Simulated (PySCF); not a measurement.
Computed Raman spectrum (relative Raman activity) of a molecule C₂H₅FOSi₂. Coordinates come from a B3LYP-D3(BJ)/def2-SVP optimisation. The values are those of a single conformer. Method: B3LYP-D3(BJ)/def2-SVP (PySCF). Frequencies are harmonic and unscaled.

Lines under 2 % of the strongest are left out, and lines within 2 cm⁻¹ are merged.

```tsv
ν (cm⁻¹)	relative intensity
309	2.3
391	5.7
458	3.1
549	3.3
596	11
642	2.0
689	3.0
817	3.4
930	3.6
1368	4.4
1817	9.3
2225	41
2233	100
2247	46
3015	37
3119	46
```

Task: Identify the compound among the candidates.
(A) C#C[SiH2][Si@@H](O)F
(B) O=C1C[SiH2][Si@@H]1F
(C) F[SiH2][Si@@H]1C=CO1
(D) F[Si@@]1([SiH3])C=CO1

Result: B, O=C1C[SiH2][Si@@H]1F
